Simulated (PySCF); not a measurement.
A structure optimised at B3LYP-D3(BJ)/def2-SVP, used in a PySCF frequency run:

```
C
F 1 1.3699
O 1 1.4333 2 109.49
C 3 1.3870 1 92.18 2 115.13
C 4 1.3289 3 127.77 1 177.88
H 5 1.0902 4 119.91 3 -179.63
H 5 1.0914 6 119.29 4 179.70
C 1 1.5055 2 109.14 3 -123.80
H 8 1.0988 1 110.37 2 179.90
H 8 1.1000 9 109.37 1 -121.26
H 8 1.1000 9 108.92 10 -118.98
C 4 1.5107 5 138.43 6 -1.50
H 12 1.0989 4 115.50 5 70.21
H 12 1.0991 13 110.40 1 -131.82
```

Question: Write its SMILES and formula.

Answer: C=C1C[C@@](C)(F)O1, C5H7FO

Question: What are its rotational constants (standard atomic weights)?

Answer: 5.4922, 1.9562, 1.8832 GHz
